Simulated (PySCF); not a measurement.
# How methods differ on the excitation energy of Mo²⁺

Mo²⁺ [Kr] 4d4 (5D) → Mo²⁺ [Kr] 4d3 5p1 (high-spin determinant), as a difference of total energies. All numbers are calculated (PySCF 2.14, scalar relativity through the core potential, in def2-QZVPPD with the def2 core potential (28 electrons)). Correlated levels: valence and next inner shell: nothing frozen outside the core potential. The calculations carry no spin-orbit coupling.

```json
{"method": "UHF", "excitation energy (cm⁻¹)": "74819"}
{"method": "MP2 (valence and next inner shell)", "excitation energy (cm⁻¹)": "78153"}
{"method": "SCS-MP2 (valence and next inner shell)", "excitation energy (cm⁻¹)": "77067"}
{"method": "CCSD (valence and next inner shell)", "excitation energy (cm⁻¹)": "77167"}
{"method": "CCSD(T) (valence and next inner shell)", "excitation energy (cm⁻¹)": "77086"}
```

The determinant of the upper state mixes LS terms, which raises its energy above the lowest term, most at the Hartree-Fock and MP2 levels.
